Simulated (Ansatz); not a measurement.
One change: `O[SiH2]/C=C/[SeH]` becomes `O[SiH2]/C=C/Cl`.

Ansatz, PBE0-D4/def2-TZVP geometries, multiplicity 1. Each molecule was computed in one conformer, which needn't be the lowest.

Scalar relativity is left out up to krypton.

| property | `O[SiH2]/C=C/[SeH]` |
| --- | --- |
| LUMO energy (PBE0/def2-TZVPP) / eV | -0.71 |
| HOMO–LUMO gap (B3LYP/def2-TZVPP) / eV | 5.47 |
| HOMO energy (PBE0/def2-TZVPP) / eV | -6.59 |
| size of the dipole moment (B3LYP/def2-TZVPP) / D | 0.98 |
| LUMO energy (ωB97M-V/def2-TZVPP) / eV | 1.24 |
| HOMO–LUMO gap (PBE/def2-TZVPP) / eV | 3.95 |

Problem. What does the change do to each property? (An estimate is asked.)

Solution. Ansatz gave: 
```csv
property,`O[SiH2]/C=C/Cl`,shift
LUMO energy (PBE0/def2-TZVPP) / eV,-0.73,-0.02
HOMO–LUMO gap (B3LYP/def2-TZVPP) / eV,6.46,0.99
HOMO energy (PBE0/def2-TZVPP) / eV,-7.62,-1.03
size of the dipole moment (B3LYP/def2-TZVPP) / D,1.46,0.48
LUMO energy (ωB97M-V/def2-TZVPP) / eV,1.36,0.12
HOMO–LUMO gap (PBE/def2-TZVPP) / eV,4.78,0.83
```

Dipoles are sizes alone; their direction can turn.

B3LYP here is the variant with VWN-RPA as its local correlation; programs differ in this.

Spin–orbit coupling is left out; it splits and shifts lone-pair levels of the heavy atoms by tenths of an eV.
